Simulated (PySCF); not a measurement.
This PySCF input asks for the NMR shieldings of `C1CC(=O)N(C2C[SiH2]C2)C1`, C7H13NOSi; the geometry comes from GFN2-xTB.

```python
import basis_set_exchange as bse
import numpy as np
from pyscf import gto, dft
from pyscf.prop import nmr

atoms = """
O    -1.323748    2.376255    0.603473
C    -1.471476    1.206261    0.328193
C    -2.791879    0.452441    0.234571
C    -2.373155   -1.014684    0.281293
C    -0.956408   -0.988747   -0.299736
N    -0.479937    0.335022    0.035007
C     0.907813    0.709571    0.032847
C     1.709830    0.321666   -1.227962
Si    3.181863   -0.242462   -0.147547
C     1.777737    0.031093    1.117734
H    -3.464478    0.745800    1.037914
H    -3.262459    0.710525   -0.716654
H    -3.037246   -1.666518   -0.283180
H    -2.344085   -1.360323    1.315494
H    -0.308176   -1.758201    0.125549
H    -0.983372   -1.122590   -1.389819
H     0.911405    1.793395    0.173433
H     1.235964   -0.492856   -1.771136
H     1.845556    1.141554   -1.928220
H     4.299130    0.694912   -0.068550
H     3.641331   -1.618887   -0.335080
H     1.323436   -0.888548    1.481767
H     1.957603    0.662308    1.983847
"""
names = dict.fromkeys(["O", "C", "N", "Si", "H"], "pcSseg-1")
basis = {el: gto.basis.parse(bse.get_basis(n, elements=[el], fmt="nwchem")) for el, n in names.items()}
mol = gto.M(atom=atoms, basis=basis, charge=0, verbose=0)
mf = dft.RKS(mol, xc="PBE0")
mf.grids.level = 2
mf.grids.alignment = dft.numint.BLKSIZE   # the property module wants whole blocks of grid points
mf.conv_tol = 1e-9
mf.kernel()

calc = nmr.RKS(mf)   # GIAO
C = mf.mo_coeff
Co = C[:, mf.mo_occ > 0]
resp = mf.gen_response(singlet=True, hermi=2)
def vind(x):   # induced exchange potential for any number of trial vectors
    d = np.einsum("pi,xij,qj->xpq", C, 2 * x.reshape(-1, C.shape[1], Co.shape[1]), Co, optimize=True)
    return np.einsum("xpq,pi,qj->xij", resp(d - d.transpose(0, 2, 1)), C, Co, optimize=True).ravel()
mo1, _ = nmr.rhf.solve_mo1(calc, with_cphf=vind)
sigma = calc.kernel(mo1)
for i, s in enumerate(sigma):   # ppm
    print("%2d %-2s %9.2f" % (i, mol.atom_pure_symbol(i), np.trace(s) / 3))
```

Task: Give the expected output.

Result: 
```
 0 O     -51.74
 1 C      13.72
 2 C     152.48
 3 C     163.77
 4 C     142.95
 5 N     110.01
 6 C     142.06
 7 C     171.46
 8 Si    406.01
 9 C     169.41
10 H      29.52
11 H      29.45
12 H      29.79
13 H      29.86
14 H      28.30
15 H      28.19
16 H      26.54
17 H      29.93
18 H      30.07
19 H      27.31
20 H      27.20
21 H      30.11
22 H      29.93
```

These numbers come from an equivalent density-fitted implementation of the same equations, which agrees with the script to about 0.01 ppm for H and up to a few tenths of a ppm for heavy atoms, so last digits may differ.

Task: Turn these shieldings into chemical shifts. Shifts are taken against calculated references (same method and geometry level): H2O for $^{17}$O (σref 336.08); $^{13}$C (σref 186.93), $^{29}$Si (σref 349.16), $^{1}$H (σref 31.72) against TMS; $^{15}$N (σref 267.73) against NH3.

Result: Averaging equivalent atoms: O 0: 387.8; C 1: 173.2; C 6: 44.9; C 4: 44.0; C 2: 34.4; C 3: 23.2; C 7/9: 16.5; N 5: 157.7; Si 8: -56.9; H 16: 5.18; H 20: 4.51; H 19: 4.40; H 14/15: 3.47; H 10/11: 2.23; H 12/13: 1.89; H 18/22: 1.72; H 17/21: 1.70 ppm. Unscaled 17O shifts of doubly bonded oxygen tend to come out too high, by tens of ppm or more. Experimental scales use liquid or dissolved standards, which lie at an offset from isolated NH3 (liquid NH3: subtract about 20 ppm) and H2O (liquid H2O: subtract about 36 ppm). Unscaled 15N shifts of sp2 nitrogen come out 20 to 40 ppm too high even then.

Size and cost of the density-fitted run: 242 basis functions, 88 s wall time on 1 thread of an Arm Neoverse V1, shared host; peak memory 1.1 GiB.
